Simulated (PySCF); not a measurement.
A rate constant, worked out

An elementary step of SiH2SF2, closed shell (SiH₂SF₂ ([F][SiH]([F])[SH]) → SiF₂ + H₂S; Si–S, Si–H broken or loosened, S–H formed or tightened). The start structure is the reactant molecule, and the electronic barrier above it is 3.096 eV by CCSD(T) at an estimated basis limit (MP2 extrapolated from triple and quadruple zeta, plus CCSD(T) − MP2 in triple zeta). Computed with PySCF 2.14 with density fitting (its default auxiliary sets; JK sets also for MP2 and CCSD(T)) (basis: def2-TZVPP and def2-QZVPP); correlated methods freeze the cores. Extrapolation: Hartree–Fock as exp(−7.88 √X), correlation as X^−2.97. Harmonic wavenumbers (analytic Hessian with the translational sum rule) at PBE0-D4/def2-TZVP (PySCF 2.14 with density fitting (its default auxiliary sets; JK sets also for MP2 and CCSD(T))), in cm⁻¹:

Start: 136, 207, 273, 349, 533, 738, 824, 842, 887, 974, 2295, 2702.

Saddle: 1077i, 141, 189, 269, 320, 447, 591, 858, 918, 991, 1636, 2709.

(1) Work out the transition-state-theory rate constant at 900 K from these numbers alone (harmonic vibrations; rotation, path degeneracy and anharmonicity left out), and the Wigner tunnelling factor. Use 1 cm⁻¹ = 1.2398 × 10⁻⁴ eV and k_B = 8.617 × 10⁻⁵ eV/K.

No T1 diagnostic of these runs exceeds 0.016. The restricted Hartree–Fock reference is unstable towards an unrestricted one at one or more of these structures.

Results:

(1) Zero-point energies, half the sums: start 10760/2 cm⁻¹ = 0.6670 eV; saddle, real modes only, 9069/2 cm⁻¹ = 0.5622 eV.
Barrier with zero-point energy: 3.096 + 0.5622 − 0.6670 = 2.9912 eV.
k_BT = 0.07756 eV, so the barrier is 38.57 k_BT.
Vibrational partition functions from the zero-point level, ln q = −Σ ln(1 − exp(−hν/k_BT)): start 6.878, saddle 6.949.
k = (k_BT/h) exp(ln q‡ − ln q) exp(−E0/k_BT), with log₁₀(k_BT/h in s⁻¹) = 13.27: log₁₀ k = 13.27 + (0.071 − 38.57)/2.3026 = -3.45, so k ≈ 4 × 10^(-4) s⁻¹.
Wigner factor: 1 + (hν‡/k_BT)²/24 = 1 + (1.72)²/24 = 1.12. A change of 1 kcal/mol (0.043 eV) in the barrier would change k by a factor of 1.7 at this temperature.

Losses and insertions of silylenes and their heavier kin drive the gas-phase chemistry of silicon and germanium vapour deposition.

Labels in which every atom is bracketed show which atoms are joined, not bond orders.

For scale, one of the runs: CCSD(T)/def2-TZVPP, 174 basis functions, launched by `OMP_NUM_THREADS=4 python run.py`. Time: 3.7 min of wall clock on 4 CPU threads of an Arm Neoverse V2; the host was shared. Peak host memory: 1.8 GiB.
